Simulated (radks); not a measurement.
Values are calculated unless marked as measured or tabulated.
Task: Ionisation of F, [He] 2s2 2p5, to F+, [He] 2s2 2p4, under several functionals. Scalar-relativistic Kohn-Sham, spin-unpolarised, spherical densities, point nucleus; a radial shooting solver on a logarithmic mesh with Libxc functionals. The NIST Atomic Spectra Database gives 17.423 eV (measured). Rank these functionals by the error of their Delta-SCF ionisation energy: LDA (Slater exchange, Perdew-Zunger correlation); BP86; Wu-Cohen GGA; exchange-only LDA; exchange-only B88; PBE.

Result: From best to worst: exchange-only LDA 18.039 eV (+0.616); exchange-only B88 18.400 eV (+0.977); Wu-Cohen GGA 19.374 eV (+1.951); PBE 19.390 eV (+1.967); BP86 19.480 eV (+2.057); LDA (Slater exchange, Perdew-Zunger correlation) 19.555 eV (+2.132). Spin polarisation and multiplet splitting are left out, so open shells lie too high by an amount that depends on their filling.

Beside tabulated values, note that spin-unpolarised runs miss the spin-polarisation part of the exchange energy of open shells.
